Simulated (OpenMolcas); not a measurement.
**2s2 2p2 along the 6-electron sequence**

* Program: OpenMolcas
* Method: XMS-CASPT2, IPEA 0.25 Eh, imaginary shift 0.1 Eh
* Basis: ANO-R3
* Scalar Hamiltonian: X2C, finite nucleus
* Spin-orbit coupling: state interaction with AMFI integrals over the reference wave functions, term energies averaged over their components

Active space for each ion: 2 electrons in 3 orbitals (2p); closed shells correlated by CASPT2: 1s 2s.

Computed levels in cm-1 above 3P0:

| Level | C | N+ | Ne4+ |
| --- | --- | --- | --- |
| 3P1 | 15.5 | 47.2 | 402 |
| 3P2 | 46.2 | 140 | 1162 |
| 1D2 | 10230 | 15510 | 31020 |
| 1S0 | 23780 | 35950 | 70050 |
| weight of 3P in the lowest level (%) | 100 | 100 | 100 |

Measured, with the error of the calculation in %. Measured levels: C, N+ from NIST Handbook of Basic Atomic Spectroscopic Data; Ne4+ from NIST levels in Podobedova, Fuhr, Reader and Wiese, J. Phys. Chem. Ref. Data 33, 525 (2004).

| Level | C | N+ | Ne4+ |
| --- | --- | --- | --- |
| 3P1 | 16.4 (-5.8) | 48.7 (-3.0) | 412 (-2.6) |
| 3P2 | 43.4 (+6.4) | 131 (+7.4) | 1110 (+4.7) |
| 1D2 | 10193 (+0.4) | 15316 (+1.3) | 30292 (+2.4) |
| 1S0 | 21648 (+9.9) | 32689 (+10.0) | 63914 (+9.6) |

The fine-structure level 3P2 changes by a factor of 25.2 from C to Ne4+. Its fourth root runs 2.61, 3.44, 5.84, with steps per unit of Z of 0.83, 0.80; equal steps would mean a (Z - σ)^4 law with constant σ.

1D2 changes by a factor of 3.03 over the same range, with steps per unit of Z of +5280, +5170 cm-1.

CASPT2 does not keep the components of a term degenerate, so their means are used; among the terms shown or strongly mixed into the levels shown the widest spread is 650 cm-1 (2s2 2p2 1D, C). With the s shell closed, the reference lacks s² → p² mixing. Computed and measured levels are paired by configuration, term and J; levels that our copy of the source lacks, or whose pairing is in doubt (as where it misses far off the trend of its configuration), stay unpaired and out of the deviations. Levels of configurations outside the active space are missing.
